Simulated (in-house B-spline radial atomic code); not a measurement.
# PBE hybrid excitations of Re VIII (Re7+)

Method: PBE hybrid with 0.4 exact exchange. Computed with a B-spline radial code for spherical atoms: linear response of the closed shell [Xe] 4f14 with the functional's adiabatic kernel; scalar-relativistic (spin-free one-electron X2C), finite nucleus, no spin-orbit coupling, no double excitations, S, P, D and F terms only; shells from n = 3 respond. Only terms of natural parity with L up to 3 were computed.

Spin-orbit coupling is strong here, so these LS terms don't match observed levels.

Command:
```bash
python run_td.py task.json out
```
Settings (radii: box in bohr, nucleus in fm):
```
Z                        75
electrons                68
configuration            [Xe] 4f14
hamiltonian              x2c
method                   pbeh
box_radius               12.81
exact_exchange_fraction  0.4
rms_radius               5.3698
intervals                69
```

Time taken, with all properties: 8.3 s on 1 thread of Arm Neoverse N1, with other jobs on the host.

The lowest states, in the order of their Tamm-Dancoff energies; the method's threshold (minus the highest occupied level) is 142.81 eV. Labels give the largest channel, * marks a mixed state, and oscillator strengths are full-response dipole values. Semilocal kernels can invert the small singlet-triplet splittings of Rydberg terms. Energies in eV:

```json
{"state": "5p → 5d 3P", "full response": "?", "Tamm-Dancoff": "?", "oscillator strength": "-"}
{"state": "5p → 5d 3F", "full response": "47.59", "Tamm-Dancoff": "47.75", "oscillator strength": "-"}
{"state": "5p → 5d 1F", "full response": "50.48", "Tamm-Dancoff": "50.51", "oscillator strength": "-"}
{"state": "4f → 5d 3P", "full response": "?", "Tamm-Dancoff": "?", "oscillator strength": "-"}
{"state": "4f → 5d 3F", "full response": "51.50", "Tamm-Dancoff": "51.51", "oscillator strength": "-"}
{"state": "4f → 5d 1F", "full response": "52.16", "Tamm-Dancoff": "52.17", "oscillator strength": "-"}
{"state": "4f → 5d 1P*", "full response": "52.04", "Tamm-Dancoff": "52.25", "oscillator strength": "0.121"}
{"state": "5p → 5d 1P*", "full response": "60.40", "Tamm-Dancoff": "62.23", "oscillator strength": "5.7"}
{"state": "5p → 6s 3P", "full response": "65.73", "Tamm-Dancoff": "65.74", "oscillator strength": "-"}
{"state": "5p → 6s 1P", "full response": "66.57", "Tamm-Dancoff": "66.60", "oscillator strength": "1.19"}
{"state": "4f → 6s 3F", "full response": "68.84", "Tamm-Dancoff": "68.85", "oscillator strength": "-"}
{"state": "4f → 6s 1F", "full response": "69.06", "Tamm-Dancoff": "69.07", "oscillator strength": "-"}
{"state": "5p → 6p 3S", "full response": "77.24", "Tamm-Dancoff": "77.26", "oscillator strength": "-"}
{"state": "5p → 6p 3D", "full response": "78.20", "Tamm-Dancoff": "78.21", "oscillator strength": "-"}
{"state": "5p → 6p 1D", "full response": "78.68", "Tamm-Dancoff": "78.69", "oscillator strength": "-"}
{"state": "5p → 6p 1S", "full response": "80.67", "Tamm-Dancoff": "80.80", "oscillator strength": "-"}
```

Problem. Where does 4f → 5d 3P lie?

Solution. At 50.56 eV in full response, 50.59 eV in Tamm-Dancoff.

Problem. Where does 5p → 5d 3P lie?

Solution. At 46.80 eV in full response, 46.92 eV in Tamm-Dancoff.

Problem. How large is the singlet-triplet splitting of 5p → 5d (F terms) in Tamm-Dancoff?

Solution. 2.76 eV, from the unrounded values.

Problem. What polarisabilities and dispersion coefficient does the method give?

Solution. Dipole 1.683 bohr³, quadrupole 1.914 bohr⁵, C6 5.812 hartree·bohr⁶ for two such species.
